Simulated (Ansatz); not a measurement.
Input for Ansatz (an electronic-structure program): U-PBE/def2-TZVPP on BrFHIn (SMILES [F][InH][Br]), a point of a bond scan (R = 1.760 Å). Elements past Kr take the def2 small-core potentials; no spin–orbit coupling.

Ansatz 0.2 input:
```yaml
crystal:
  periodic: [false, false, false]
  atoms:
    - {symbol: In, position_ang: [-0.57248562, 0.30095081, -0.56327296]}
    - {symbol: H, position_ang: [-1.87410848, -0.22606744, -1.51617296]}
    - {symbol: F, position_ang: [-0.07167685, 1.98791765, -0.59826886]}
    - {symbol: Br, position_ang: [0.85914820, -0.97424994, 0.98674182]}
basis:
  gaussian:
    orbitals: def2-TZVPP
hamiltonian:
  xc: {name: PBE}
magnetization: {spin_polarized: true, initial_magnetization: 0}
```

Task: What total energy does the run end on?

Result: -2864.3550 hartree.
